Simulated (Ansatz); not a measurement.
One geometry of C₄H₁₀BN (`BN(C)CC=C`), several functionals.

```yaml
crystal:
  periodic: [false, false, false]
  atoms:
    - {symbol: B, position_ang: [-0.497766, -1.235258, -1.461923]}
    - {symbol: N, position_ang: [0.307044, -0.515085, -0.593756]}
    - {symbol: C, position_ang: [1.208726, -1.133022, 0.356942]}
    - {symbol: C, position_ang: [0.314553, 0.931405, -0.555680]}
    - {symbol: C, position_ang: [-0.445314, 1.539237, 0.585768]}
    - {symbol: C, position_ang: [-1.279810, 0.897474, 1.388271]}
    - {symbol: H, position_ang: [-0.467799, -2.431818, -1.425236]}
    - {symbol: H, position_ang: [-1.198609, -0.638352, -2.227901]}
    - {symbol: H, position_ang: [1.110542, -2.215578, 0.300541]}
    - {symbol: H, position_ang: [2.247196, -0.862229, 0.135058]}
    - {symbol: H, position_ang: [0.988892, -0.809681, 1.378315]}
    - {symbol: H, position_ang: [1.353077, 1.287873, -0.519018]}
    - {symbol: H, position_ang: [-0.103998, 1.305812, -1.494914]}
    - {symbol: H, position_ang: [-0.284259, 2.606545, 0.722015]}
    - {symbol: H, position_ang: [-1.807184, 1.415214, 2.180081]}
    - {symbol: H, position_ang: [-1.468292, -0.165037, 1.275937]}
basis:
  gaussian: {orbitals: def2-TZVPP}
hamiltonian: {xc: {name: BHLYP}, dispersion: d4}
output: {orbitals: {seedname: orbitals}}
```

```sh
$ ansatz run in.yaml --threads 4 --pin off --events-out ev --progress --plain --max-ram 11315MiB
```

Output, abridged:

```
Functional definition: BHLYP
1852 factors; their error is unknown
mean field evaluation 1: about -6468.4701 eV, gradient 5.6e1 eV
mean field evaluation 2: about -6468.9588 eV, gradient 5.5e1 eV
mean field evaluation 4: about -6475.8178 eV, gradient 2.7e0 eV
mean field evaluation 8: about -6475.8326 eV, gradient 5.3e-2 eV
mean field evaluation 16: about -6475.8519 eV, gradient 8.8e-5 eV
mean field -6475.85191385 eV, -237.9831683441 hartree, gradient 3.9e-5 eV, S^2 0.000000; 0 other end points of the search recorded, 0 dependent functions left out
reference -6475.85212554 eV, -237.9831761234 hartree; 23, 23 occupied and 303, 303 virtual orbitals, 1852 factors
Total energy: -6476.23020836 eV, -237.9970704106 hartree
```

Run time 5 s (4 threads of an Arm Neoverse V1 on a shared host); peak host memory 0.94 GiB.

Changing it to `hamiltonian: {xc: {name: BLYP}, dispersion: d4}` (abridged; 3.7 s):

```
Functional definition: BLYP
mean field evaluation 16: about -6476.4599 eV, gradient 4.5e-4 eV
mean field -6476.45992903 eV, -238.0055124896 hartree, gradient 5.0e-5 eV, S^2 0.000000
Total energy: -6477.21783618 eV, -238.0333650636 hartree
```

The same input with `hamiltonian: {xc: r2scan, dispersion: d4}` and forces (abridged; 8.5 s):

```
Functional definition: r2SCAN
mean field evaluation 16: about -6475.6615 eV, gradient 5.8e-4 eV
mean field -6475.66150712 eV, -237.9761710255 hartree, gradient 3.8e-5 eV, S^2 0.000000
Total energy: -6475.75261636 eV, -237.9795192285 hartree
Atom 0 force    -0.127887    -0.114521    -0.129694 eV/Å
Atom 1 force    -0.078616    -0.087037    -0.114210 eV/Å
Atom 2 force     0.157731    -0.121037     0.181687 eV/Å
Atom 3 force     0.055703     0.216050    -0.043968 eV/Å
Atom 4 force     0.063118     0.122268    -0.027418 eV/Å
Atom 5 force    -0.137135    -0.094791     0.132195 eV/Å
Atom 6 force     0.002965     0.044196     0.005569 eV/Å
Atom 7 force     0.025881    -0.011298     0.030708 eV/Å
Atom 8 force     0.001182     0.028795     0.002465 eV/Å
Atom 9 force    -0.008914     0.007249     0.001246 eV/Å
Atom 10 force     0.004678     0.005105    -0.010593 eV/Å
Atom 11 force     0.014915     0.003297    -0.003250 eV/Å
Atom 12 force     0.008063     0.000548    -0.003218 eV/Å
Atom 13 force     0.006187     0.004476    -0.009893 eV/Å
Atom 14 force     0.005663    -0.009171    -0.014164 eV/Å
Atom 15 force     0.006469     0.005871     0.002538 eV/Å
Dipole moment:     0.265428     0.224258     0.219577 e Å
```

With the line `hamiltonian: {xc: {name: LC-wPBE}}` (abridged; 4.5 s):

```
Functional definition: LC-wPBE
mean field evaluation 16: about -6475.4250 eV, gradient 2.6e-4 eV
mean field -6475.42495267 eV, -237.9674778099 hartree, gradient 1.6e-5 eV, S^2 0.000000
Total energy: -6475.42495268 eV, -237.9674778102 hartree
```

The same input with `hamiltonian: {xc: pbe0, dispersion: d4}` (abridged; 4.7 s):

```
Functional definition: PBE0
mean field evaluation 16: about -6471.6306 eV, gradient 3.1e-4 eV
mean field -6471.63060546 eV, -237.8280381218 hartree, gradient 5.1e-5 eV, S^2 0.000000
Total energy: -6471.92033443 eV, -237.8386854651 hartree
```

Changing it to `hamiltonian: {xc: hse06, dispersion: d4}` (abridged; 5.5 s):

```
Functional definition: HSE06
mean field evaluation 16: about -6471.2291 eV, gradient 3.5e-4 eV
mean field -6471.22905561 eV, -237.8132814372 hartree, gradient 4.7e-5 eV, S^2 0.000000
Total energy: -6471.49666717 eV, -237.8231159805 hartree
```

HSE06 is the plane-wave form, built on full-range PBE exchange.
